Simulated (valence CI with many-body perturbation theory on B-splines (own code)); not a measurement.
Energy levels of Ba LI

Computed by configuration interaction combined with many-body perturbation theory (CI+MBPT): four valence electrons over a frozen Dirac-Fock core [He], radial functions for each j: 11 s, 11 p, 10 d, 8 f, 5 g, 2 h, with the one-electron correlation potential Σ1, the two-electron term Σ2, the three-electron term Σ3, Breit, model QED; selected CI, second order for the rest, scaled by the run's own slope (own B-spline code, finite nucleus).

The last digits are not significant, and no measured levels were compared; by estimate large intervals hold to a few tenths of a per cent, small ones and those within an open d or f shell to about a per cent. Among the levels kept, up to 910 cm⁻¹ of a level comes from second order outside the variational space, and about a tenth of that is noise between levels of different J, which matters for small intervals.

Levels 1 to 45 of 208, with energies above the lowest level, (2s^2 2p1/2^2) J=0. "Leading %" is the weight of the configuration and term that name the level; weights of strongly mixed levels are sums over their largest components and can fall short. In the jj column 3d3/2^4 stands for four electrons in 3d with j = 3/2.

| No. | Configuration | Term | J | E (× 10³ cm⁻¹) | Leading % | g | Second component | Leading jj |
| --- | --- | --- | --- | --- | --- | --- | --- | --- |
| 1 | 2s2 2p2 | 3P | 0 | 0.00 | 70 |  | 30 % 2s2 2p2 1S | 2s^2 2p1/2^2 (100 %) |
| 2 | 2s2 2p2 | 3P | 1 | 3168.1 | 100 | 1.483 |  | 2s^2 2p1/2 2p3/2 (100 %) |
| 3 | 2s2 2p2 | 1D | 2 | 3298.0 | 63 | 1.162 | 37 % 2s2 2p2 3P | 2s^2 2p1/2 2p3/2 (100 %) |
| 4 | 2s 2p3 | 3P° | 2 | 4750.1 | 45 | 1.559 | 33 % 2s 2p3 5S° | 2s 2p1/2^2 2p3/2 (98 %) |
| 5 | 2s 2p3 | 3D° | 1 | 5260.5 | 35 | 1.088 | 27 % 2s 2p3 1P° | 2s 2p1/2^2 2p3/2 (99 %) |
| 6 | 2s2 2p2 | 3P | 2 | 6573.6 | 63 | 1.297 | 36 % 2s2 2p2 1D | 2s^2 2p3/2^2 (99 %) |
| 7 | 2s2 2p2 | 1S | 0 | 6917.0 | 69 |  | 30 % 2s2 2p2 3P | 2s^2 2p3/2^2 (99 %) |
| 8 | 2s 2p3 | 5S° | 2 | 7776.1 | 48 | 1.546 | 48 % 2s 2p3 3D° | 2s 2p1/2 2p3/2^2 (98 %) |
| 9 | 2s 2p3 | 3D° | 3 | 8068.1 | 100 | 1.312 |  | 2s 2p1/2 2p3/2^2 (100 %) |
| 10 | 2s 2p3 | 3P° | 0 | 8385.2 | 100 |  |  | 2s 2p1/2 2p3/2^2 (100 %) |
| 11 | 2s 2p3 | 3S° | 1 | 8511.6 | 46 | 1.296 | 41 % 2s 2p3 3D° | 2s 2p1/2 2p3/2^2 (99 %) |
| 12 | 2s 2p3 | 1D° | 2 | 8594.2 | 73 | 1.069 | 21 % 2s 2p3 3D° | 2s 2p1/2 2p3/2^2 (98 %) |
| 13 | 2s 2p3 | 3P° | 1 | 8621.2 | 55 | 1.343 | 32 % 2s 2p3 1P° | 2s 2p1/2 2p3/2^2 (99 %) |
| 14 | 2p4 | 3P | 2 | 10290 | 69 | 1.330 | 30 % 2p4 1D | 2p1/2^2 2p3/2^2 (99 %) |
| 15 | 2p4 | 1S | 0 | 10662 | 61 |  | 38 % 2p4 3P | 2p1/2^2 2p3/2^2 (98 %) |
| 16 | 2s 2p3 | 3P° | 2 | 11551 | 52 | 1.412 | 17 % 2s 2p3 1D° | 2s 2p3/2^3 (98 %) |
| 17 | 2s 2p3 | 1P° | 1 | 12034 | 40 | 1.194 | 26 % 2s 2p3 3S° | 2s 2p3/2^3 (99 %) |
| 18 | 2p4 | 3P | 1 | 13538 | 100 | 1.483 |  | 2p1/2 2p3/2^3 (100 %) |
| 19 | 2p4 | 1D | 2 | 13673 | 70 | 1.129 | 30 % 2p4 3P | 2p1/2 2p3/2^3 (100 %) |
| 20 | 2p4 | 3P | 0 | 17109 | 62 |  | 38 % 2p4 1S | 2p3/2^4 (99 %) |
| 21 | 2s2 2p 3s | 3P° | 0 | 44137 | 99 |  |  | 2s^2 2p1/2 3s (99 %) |
| 22 | 2s2 2p 3s | 3P° | 1 | 44160 | 67 | 1.320 | 32 % 2s2 2p 3s 1P° | 2s^2 2p1/2 3s (99 %) |
| 23 | 2s2 2p 3p | 3D | 1 | 44616 | 73 | 0.651 | 23 % 2s2 2p 3p 1P | 2s^2 2p1/2 3p1/2 (99 %) |
| 24 | 2s2 2p 3p | 3P | 0 | 44868 | 68 |  | 30 % 2s2 2p 3p 1S | 2s^2 2p1/2 3p1/2 (99 %) |
| 25 | 2s 2p2 3s | 5P | 1 | 45493 | 32 | 1.883 | 20 % 2s 2p2 3s 3S | 2s 2p1/2^2 3s (70 %) |
| 26 | 2s2 2p 3p | 3D | 2 | 45688 | 54 | 1.157 | 30 % 2s2 2p 3p 1D | 2s^2 2p1/2 3p3/2 (99 %) |
| 27 | 2s2 2p 3p | 3P | 1 | 45756 | 33 | 1.686 | 22 % 2s2 2p 3p 3S | 2s^2 2p1/2 3p3/2 (70 %) |
| 28 | 2s 2p2 3s | 3P | 0 | 45772 | 70 |  | 28 % 2s 2p2 3s 1S | 2s 2p1/2^2 3s (98 %) |
| 29 | 2s 2p2 3p | 3P° | 1 | 46059 | 28 | 1.329 | 21 % 2s 2p2 3p 5D° | 2s 2p1/2^2 3p1/2 (86 %) |
| 30 | 2s2 2p 3d | 3F° | 2 | 46075 | 74 | 0.752 | 20 % 2s2 2p 3d 1D° | 2s^2 2p1/2 3d3/2 (100 %) |
| 31 | 2s 2p2 3p | 5D° | 0 | 46080 | 48 |  | 47 % 2s 2p2 3p 3P° | 2s 2p1/2^2 3p1/2 (98 %) |
| 32 | 2s2 2p 3d | 3D° | 1 | 46265 | 45 | 0.910 | 27 % 2s2 2p 3d 1P° | 2s^2 2p1/2 3d3/2 (86 %) |
| 33 | 2s2 2p 3d | 3P° | 2 | 46427 | 46 | 1.282 | 35 % 2s2 2p 3d 3D° | 2s^2 2p1/2 3d5/2 (98 %) |
| 34 | 2s2 2p 3d | 3F° | 3 | 46452 | 48 | 1.103 | 30 % 2s2 2p 3d 1F° | 2s^2 2p1/2 3d5/2 (100 %) |
| 35 | 2s 2p2 3p | 3P° | 2 | 47119 | 32 | 1.533 | 22 % 2s 2p2 3p 5P° | 2s 2p1/2^2 3p3/2 (97 %) |
| 36 | 2s 2p2 3p | 3D° | 1 | 47155 | 34 | 1.109 | 20 % 2s 2p2 3p 1P° | 2s 2p1/2^2 3p3/2 (98 %) |
| 37 | 2s 2p2 3d | 3D | 1 | 47501 | 42 | 0.441 | 41 % 2s 2p2 3d 5F | 2s 2p1/2^2 3d3/2 (98 %) |
| 38 | 2s2 2p 3s | 3P° | 2 | 47518 | 98 | 1.483 |  | 2s^2 2p3/2 3s (98 %) |
| 39 | 2s 2p2 3d | 3D | 2 | 47539 | 30 | 1.156 | 22 % 2s 2p2 3d 5F | 2s 2p1/2^2 3d3/2 (94 %) |
| 40 | 2s2 2p 3s | 1P° | 1 | 47568 | 66 | 1.139 | 32 % 2s2 2p 3s 3P° | 2s^2 2p3/2 3s (98 %) |
| 41 | 2s 2p2 3d | 3D | 3 | 47837 | 34 | 1.355 | 20 % 2s 2p2 3d 5D | 2s 2p1/2^2 3d5/2 (98 %) |
| 42 | 2s 2p2 3d | 3F | 2 | 47957 | 32 | 1.006 | 23 % 2s 2p2 3d 1D | 2s 2p1/2^2 3d5/2 (94 %) |
| 43 | 2s2 2p 3p | 3P | 1 | 48089 | 51 | 1.454 | 25 % 2s2 2p 3p 3S | 2s^2 2p3/2 3p1/2 (96 %) |
| 44 | 2s2 2p 3p | 3D | 2 | 48110 | 44 | 1.169 | 32 % 2s2 2p 3p 1D | 2s^2 2p3/2 3p1/2 (96 %) |
| 45 | 2s 2p2 3s | 5P | 2 | 48515 | 85 | 1.743 | 8 % 2s 2p2 3s 3P | 2s 2p1/2 2p3/2 3s (98 %) |

The ionisation energy to 2s2 2p 2P°_1/2 of the next ion comes out as 9739.8 eV (NIST: 9739 ± 4 eV (theoretical)). All 208 levels together are meant to be complete up to 56163 × 10³ cm⁻¹.
